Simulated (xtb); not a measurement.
Mg(F)(OMe) (CH3FMgO), SMILES C[O][Mg][F]. All values are semi-empirical tight-binding results from xtb (GFN2-xTB unless named), good for trends rather than for accurate numbers. Geometry optimised at GFN2-xTB. Other conformers were not sampled.

Optimised geometry:

```xyz
7

Mg     0.6494    -0.7519     0.0000
F     -0.7295    -1.7717     0.0000
O      0.5755     0.9978     0.0000
C     -0.5510     1.8060     0.0000
H     -1.1703     1.6547    -0.8933
H     -0.1843     2.8406     0.0000
H     -1.1703     1.6547     0.8933
```

For metal compounds this method's bond lengths and energies can be far off.

Q: Estimate the properties. (Estimate from the structure and the level; the computed values follow.)

A: 
| Item | Result |
|---|---|
| point group as xtb finds it | Cs |
| orbital gap | 2.00 eV |
| zero-point energy | 25.6 kcal/mol |
| G − E(el) at 298.15 K (modified RRHO) | 6.7 kcal/mol |

Computed atomic charges and the Wiberg bond orders between heavy atoms:
charges (e) Mg1 0.46, F2 -0.34, O3 -0.35, C4 0.04, H5 0.06, H6 0.08, H7 0.06. Bond orders Mg1–F2 1.02, Mg1–O3 1.08, O3–C4 1.03.
